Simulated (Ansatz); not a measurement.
Si₂₅PH₃₆: single points at one geometry.

```yaml
crystal:
  periodic: [false, false, false]
  atoms:
    - {symbol: P, position_ang: [-0.057670, 0.057654, 0.099545]}
    - {symbol: Si, position_ang: [-4.459083, -1.731091, 1.738813]}
    - {symbol: Si, position_ang: [-4.118376, 1.307085, -0.852082]}
    - {symbol: Si, position_ang: [-1.723801, -4.480754, 1.722702]}
    - {symbol: Si, position_ang: [1.313197, -4.040427, -0.792781]}
    - {symbol: Si, position_ang: [1.225330, -1.224580, -3.432916]}
    - {symbol: Si, position_ang: [-1.596350, -1.562630, -0.790707]}
    - {symbol: Si, position_ang: [-1.262706, 1.260951, 1.617819]}
    - {symbol: Si, position_ang: [1.131696, -1.130762, 1.644253]}
    - {symbol: Si, position_ang: [1.561934, 1.597216, -0.790208]}
    - {symbol: Si, position_ang: [-1.309094, 4.117693, -0.850645]}
    - {symbol: Si, position_ang: [1.728904, 4.458195, 1.740743]}
    - {symbol: Si, position_ang: [4.041507, -1.310887, -0.793615]}
    - {symbol: Si, position_ang: [4.481261, 1.725735, 1.721886]}
    - {symbol: Si, position_ang: [-3.013483, -3.022396, 0.396967]}
    - {symbol: Si, position_ang: [-2.933289, -0.225426, -2.186894]}
    - {symbol: Si, position_ang: [-5.514868, 0.020571, 0.552629]}
    - {symbol: Si, position_ang: [-2.679684, 2.677703, 0.411767]}
    - {symbol: Si, position_ang: [-0.078942, -2.723060, -2.158416]}
    - {symbol: Si, position_ang: [-0.022231, -5.523484, 0.462465]}
    - {symbol: Si, position_ang: [2.597297, -2.595196, 0.550495]}
    - {symbol: Si, position_ang: [0.224301, 2.934203, -2.185916]}
    - {symbol: Si, position_ang: [2.722930, 0.080772, -2.158535]}
    - {symbol: Si, position_ang: [3.021227, 3.014853, 0.397466]}
    - {symbol: Si, position_ang: [-0.023662, 5.513666, 0.555597]}
    - {symbol: Si, position_ang: [5.524628, 0.025259, 0.460715]}
    - {symbol: H, position_ang: [-5.546632, -2.615424, 2.301499]}
    - {symbol: H, position_ang: [-3.683042, -1.174518, 2.903937]}
    - {symbol: H, position_ang: [-5.001093, 2.195827, -1.699355]}
    - {symbol: H, position_ang: [-2.609524, -5.559143, 2.299607]}
    - {symbol: H, position_ang: [-1.124171, -3.719172, 2.875647]}
    - {symbol: H, position_ang: [2.266515, -4.849844, -1.643292]}
    - {symbol: H, position_ang: [2.049624, -2.048270, -4.394892]}
    - {symbol: H, position_ang: [0.328229, -0.328186, -4.250213]}
    - {symbol: H, position_ang: [-2.000502, 0.266097, 2.471899]}
    - {symbol: H, position_ang: [-0.269071, 1.999013, 2.473096]}
    - {symbol: H, position_ang: [0.118667, -1.848839, 2.494589]}
    - {symbol: H, position_ang: [1.848460, -0.117092, 2.494917]}
    - {symbol: H, position_ang: [-2.197881, 5.000739, -1.697536]}
    - {symbol: H, position_ang: [1.173008, 3.680508, 2.905096]}
    - {symbol: H, position_ang: [2.612286, 5.545961, 2.304511]}
    - {symbol: H, position_ang: [4.850657, -2.264085, -1.644519]}
    - {symbol: H, position_ang: [3.720579, 1.124942, 2.874836]}
    - {symbol: H, position_ang: [5.559208, 2.611975, 2.298809]}
    - {symbol: H, position_ang: [-3.858727, -3.860872, -0.541123]}
    - {symbol: H, position_ang: [-3.933353, -1.104796, -2.898318]}
    - {symbol: H, position_ang: [-2.102659, 0.479382, -3.226892]}
    - {symbol: H, position_ang: [-6.554911, -0.620260, -0.336781]}
    - {symbol: H, position_ang: [-6.238882, 0.918577, 1.528206]}
    - {symbol: H, position_ang: [-3.493474, 3.490669, 1.392597]}
    - {symbol: H, position_ang: [-0.835668, -3.629349, -3.102389]}
    - {symbol: H, position_ang: [-0.696791, -6.455575, -0.515592]}
    - {symbol: H, position_ang: [0.848273, -6.359936, 1.369619]}
    - {symbol: H, position_ang: [3.367643, -3.364978, 1.598339]}
    - {symbol: H, position_ang: [-0.479734, 2.103799, -3.226619]}
    - {symbol: H, position_ang: [1.103266, 3.935235, -2.896485]}
    - {symbol: H, position_ang: [3.628468, 0.838361, -3.102544]}
    - {symbol: H, position_ang: [3.858405, 3.861505, -0.540515]}
    - {symbol: H, position_ang: [-0.922302, 6.235870, 1.531914]}
    - {symbol: H, position_ang: [0.616330, 6.555188, -0.332659]}
    - {symbol: H, position_ang: [6.362231, -0.844723, 1.367307]}
    - {symbol: H, position_ang: [6.455627, 0.700581, -0.517846]}
basis:
  gaussian: {orbitals: def2-mTZVP, fitting: {mean_field: def2-universal-jkfit}, initial_orbitals: start.molden}
magnetization: {spin_polarized: true, initial_magnetization: 1}
hamiltonian: {xc: r2scan, dispersion: d4}
scf: {omitted_lower_state_checks: [starts]}
output: {orbitals: {seedname: orbitals}}
```

The file start.molden holds the orbitals of an earlier run on this structure, at another level or in another basis.

```sh
$ ansatz run in.yaml --threads 4 --pin off --events-out ev --progress --plain --max-ram 46080MiB --backend cuda --devices 0, --max-vram 37GiB
```

Output, abridged:

```
Functional definition: r2SCAN
3976 factors; integrals over basis functions are off by at most 5.9e-1 eV
mean field evaluation 1: about -206796.4947 eV, gradient 2.2e2 eV
mean field evaluation 2: about -206804.6971 eV, gradient 8.6e0 eV
mean field evaluation 4: about -206804.9913 eV, gradient 4.2e-1 eV
mean field evaluation 8: about -206804.9931 eV, gradient 1.8e-5 eV
mean field -206804.99313036 eV, -7599.9433200818 hartree, gradient 1.8e-5 eV, S^2 0.758410; 0 other end points of the search recorded, 0 dependent functions left out
reference -206804.99317877 eV, -7599.9433218608 hartree; 201, 200 occupied and 479, 480 virtual orbitals, 3976 factors
Total energy: -206806.37548734 eV, -7599.9941207639 hartree
Checks for a lower state left out: starts
```

It took 9 s on 4 threads of AMD EPYC 7R13 on a shared host and a share (37 GiB) of an NVIDIA H100 80GB HBM3, peak host memory 1.7 GiB.

Geometry: PBE-D4/def2-SVP.

Single mean-field runs in def2-mTZVP are fitted with def2-universal-jkfit.
